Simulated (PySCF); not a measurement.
## L and K shells in (ClZn-mu-F)2

Compound: (ClZn-mu-F)2 (singlet state).
Structure used (PBE0-D3(BJ)/def2-SVP), in Å, numbered top down from 1:
```xyz
6
Cl2F2Zn2 angstrom
Zn     1.217    0.697    0.378
Cl     2.882    1.644    1.246
F     -0.651    1.051    0.090
Zn    -1.175   -0.698   -0.508
Cl    -2.929   -1.786   -0.912
F      0.718   -1.004   -0.364
```

Computed with delta-SCF UKS SCAN, pcX-2 on the ionised atom (unc-x2c-TZVPall on a metal), pcseg-1 elsewhere, spin-free X2C (PySCF 2.14.0). These are vertical core ionisation energies against the vacuum level, from separate self-consistent calculations with and without the core hole. Spin–orbit coupling isn't in the SCF: each 2p doublet comes from a relaxed spin-free hole plus a matrix of the shell (mean-field spin–orbit coupling and the ground-state 2p splitting), with 2p3/2 averaged over its two sublevels. The splitting includes the ligand field, and 2p3/2 is the mean of two sublevels.

```csv
atom,mean of the 2p shell (eV),splitting (eV)
Cl2/Cl5,206.389,1.654
```

Task: Where do the two lines of each doublet lie?

Result: 2p3/2 = mean − splitting/3 and 2p1/2 = mean + 2 × splitting/3:

```
   atom            environment  2p3/2 (eV)  2p1/2 (eV)
Cl2/Cl5  chlorine bonded to Zn      205.84      207.49
```

Task: What are the 1s binding energies of the same atoms?

Result: Cl2/Cl5 2828.46 eV.

Task: Which Kα1 and Kα2 emission energies and wavelengths follow?

Result: The photon carries the difference of the 1s-hole and 2p-hole states, both at the ground state's geometry; λ = 12398.42 eV Å/E.

| atom | Kα1 (eV) | Kα2 (eV) | λ(Kα1) (Å) | λ(Kα2) (Å) |
| --- | --- | --- | --- | --- |
| Cl2/Cl5 | 2622.62 | 2620.97 | 4.7275 | 4.7305 |

Task: And the 1s levels of the other atoms?

Result: F3/F6 (fluorine bonded to 2 Zn) 692.45 eV.

Atoms equivalent by their bonding share one computed value, that of the first of them. Not every level is listed. No level of zinc is listed. Isolated species at its PBE0-D3(BJ)/def2-SVP geometry, gas phase. Metal 2p energies of this one-determinant scheme are less reliable than its 1s energies.
